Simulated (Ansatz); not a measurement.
Two isomers of C4H2F4: A = `F/C=C/C(F)=C(F)F`, B = `FC1=C(F)C(F)(F)C1`.

Calculated with Ansatz (gas phase, PBE0-D4/def2-TZVP geometries, no zero-point term in ΔE). CBS: MP2 limit from def2 TZ/QZ plus the TZ coupled-cluster correction, frozen cores. DFT in def2-TZVPP. B3LYP here is the variant with VWN-RPA as its local correlation; programs differ in this. One conformer a species, not always the lowest.

A:

```xyz
10

F     1.2629    2.4324   -1.1715
C     0.3575    1.7150   -0.5093
C     0.4965    0.4033   -0.3649
C    -0.4617   -0.3990    0.3435
F    -1.5236    0.2289    0.8659
C    -0.3788   -1.7156    0.5220
F    -1.2593   -2.4324    1.1692
F     0.6099   -2.4452    0.0608
H    -0.4611    2.3107   -0.1261
H     1.3574   -0.0980   -0.7896
```

B:

Z-matrix (Å, degrees):
```
C
C 1 1.551
F 1 1.350 2 114.9
F 1 1.350 2 114.9 3 124.0
C 1 1.495 2 87.7 3 -118.0
C 2 1.502 1 83.8 3 118.0
H 2 1.091 1 113.6 3 2.3
H 2 1.091 1 113.6 3 -126.3
F 5 1.310 1 131.5 2 180.0
F 6 1.308 2 129.3 1 180.0
```

Q: Which is lower in electronic energy at CCSD(T)/CBS, and by how much? (Estimate.)

A: Computed: B, by 2.2 kcal/mol.

Q: Give E(B) − E(A) in kcal/mol with B3LYP, LDA (SPW92), BLYP-D4, B2PLYP, B3LYP-D4, MP2/def2-TZVPP, HF/def2-TZVPP. (An estimate is asked.)

A: The calculation gave: B3LYP 3.8, LDA (SPW92) -2.9, BLYP-D4 6.1, B2PLYP 1.1, B3LYP-D4 3.2, MP2/def2-TZVPP -3.8, HF/def2-TZVPP -0.2. The order is the other way round with B3LYP, BLYP-D4, B2PLYP, B3LYP-D4.

Q: Does the order hold for the free energy at 298.15 K (harmonic terms from PBE0-D4)? (Best estimate.)

A: The calculation gave: Yes: G(B) − G(A) = -0.5 kcal/mol, for one conformer each.

Largest T1 diagnostic: 0.013.

From BLYP to BHLYP (50 % exact exchange), in def2-TZVPP and without D4, E(B) − E(A) moves by −6.1 kcal/mol. Leaving LDA and LC-ωPBE aside and taking each functional with its dispersion term where it has one, the values, not all of them listed here, spread over 11.6 kcal/mol, from PBE-QIDH to BLYP-D4. LDA lies −3.1 kcal/mol from PBE without D4.
